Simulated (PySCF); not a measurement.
B3LYP has the VWN-RPA correlation part, as in Gaussian. 

Cartesian coordinates (Å):
```xyz
19

Ti    -0.6008     0.4672    -0.0030
N     -1.8016     1.1751    -1.2919
H     -1.9014     2.1671    -1.5252
H     -2.5264     0.6367    -1.7748
O     -0.2148     1.7345     1.2116
C      0.8350     2.4461     1.8095
H      1.8040     2.2084     1.3253
H      0.9094     2.1963     2.8863
H      0.6568     3.5363     1.7225
O      0.9539     0.0935    -0.8442
C      1.5285     0.1244    -2.1228
H      1.8055    -0.8983    -2.4491
H      2.4499     0.7409    -2.1170
H      0.8230     0.5517    -2.8644
O     -1.3069    -1.0390     0.6688
C     -1.5359    -2.0062     1.6506
H     -1.4423    -1.5778     2.6690
H     -0.8134    -2.8418     1.5557
H     -2.5576    -2.4224     1.5447
```
Charge 0, spin multiplicity 1.

Q: Estimate the charge on the central atom (meta-Löwdin), HOMO, LUMO, charge on the central atom (Mulliken) and HOMO–LUMO gap that PySCF with B3LYP-D3(BJ)/def2-TZVP // TPSS-D3(BJ)/def2-SVP returns for this input.

A: 
```yaml
charge on the central atom (meta-Löwdin): 1.37 e
HOMO: -6.79 eV
LUMO: -1.01 eV
charge on the central atom (Mulliken): 1.56 e
HOMO–LUMO gap: 5.79 eV
```
